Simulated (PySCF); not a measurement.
Compound: C2H6OSSi2.
SMILES with atom numbers: `[CH:1]#[C:2][Si@@H:3]([OH:4])[S:5][SiH3:6]` (hydrogens: H7 on C1; H8 on Si3; H9 on O4; H10, H11, H12 on Si6)

Cartesian coordinates in Å at the GFN2-xTB level; atoms count from 1:
```xyz
12
C2H6OSSi2 angstrom
C      1.486   -1.633    1.143
C      1.352   -0.750    0.338
Si     1.046    0.582   -0.911
O      2.112    0.542   -2.124
S     -0.910    0.215   -1.774
Si    -2.234    0.338   -0.106
H      1.622   -2.401    1.849
H      1.120    1.909   -0.327
H      1.912    0.109   -2.951
H     -2.188    1.699    0.414
H     -3.522    0.003   -0.688
H     -1.793   -0.614    0.904
```

Computed with TDDFT wB97X-D/def2-SVPD, vertical, gas phase, core orbitals frozen in the response (PySCF).

Transition dipole moments from the ground state, in atomic units and in the frame of the coordinates above (overall signs are arbitrary), for the states with f of 0.002 or more among the lowest 8:

```
state  E (eV)      μx      μy      μz
   S1   5.745   0.012  -0.082   0.099
   S3   6.174  -0.172   0.286  -0.074
   S4   6.310   0.037  -0.281   0.117
   S5   6.370  -0.079  -0.093  -0.049
   S7   7.306   0.174   0.043  -0.027
   S8   7.494   0.325  -0.114   0.121
```

Question: What oscillator strength does each state have?

Answer: f = (2/3) ΔE |μ|² with ΔE in hartree (27.2114 eV).

```json
{"state": "S1", "|μ|² (au)": "0.017", "|μ| (D)": "0.33", "f": "0.002"}
{"state": "S3", "|μ|² (au)": "0.117", "|μ| (D)": "0.87", "f": "0.018"}
{"state": "S4", "|μ|² (au)": "0.094", "|μ| (D)": "0.78", "f": "0.014"}
{"state": "S5", "|μ|² (au)": "0.017", "|μ| (D)": "0.33", "f": "0.003"}
{"state": "S7", "|μ|² (au)": "0.033", "|μ| (D)": "0.46", "f": "0.006"}
{"state": "S8", "|μ|² (au)": "0.134", "|μ| (D)": "0.93", "f": "0.025"}
```

Question: Which bond between heavy atoms lies closest to the direction of the S8 transition dipole?

Answer: Si3–S5, at 28° from it; next C2–Si3 at 53°.

Question: What angle do the transition dipoles of S3 and S4 make?

Answer: |cos θ| = |μa·μb| / (|μa| |μb|) = 0.91, so θ ≈ 25° (taken between 0 and 90°, since the signs are arbitrary).

Question: What peak molar absorption coefficient would the strongest computed level give as a lone Gaussian band 0.4 eV wide at half height?

Answer: ε(max) = 2.175×10⁸ f / FWHM, with the width in cm⁻¹. S8: 2.175×10⁸ × 0.0245 / 3226 ≈ 1700 L mol⁻¹ cm⁻¹.

One conformer stands for the species.
